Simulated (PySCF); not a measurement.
Compound: trimethyl arsine, C₃H₉As.
Bonds: C1–As2, As2–C3, As2–C4. Hydrogens: H5, H6, H7 on C1; H8, H9, H10 on C3; H11, H12, H13 on C4.

Level of theory: PBE0-D3(BJ)/def2-SVP geometry optimisation, gas phase (PySCF).

Question: List the bond lengths and angles at this level.

Answer: 
| bond | length (pm) | order |
| --- | --- | --- |
| C1–As2, As2–C3, As2–C4 | 196.6 | single |
| C1–H5 and 8 like bonds | 110.0 | single |

Bonds in one row agree within 1 pm and their mean is given. Orders are formal, as drawn. A selection of angles:
| angle | degrees |
| --- | --- |
| As2–C1–H5 | 111.6 |
| As2–C1–H6 | 109.5 |
| H5–C1–H6 | 109.1 |
| H6–C1–H7 | 108.1 |
| C1–As2–C3 | 97.0 |

All 3 As–C bonds measure 1.966 Å. As2 (arsenic bonded to 3 C) is pyramidal (angles 97.0°, 97.0° and 97.0°, sum 291.1°, 0.99 Å off the plane of its three neighbours).

PBE0-D3(BJ)/def2-SVP frequencies: not computed here.
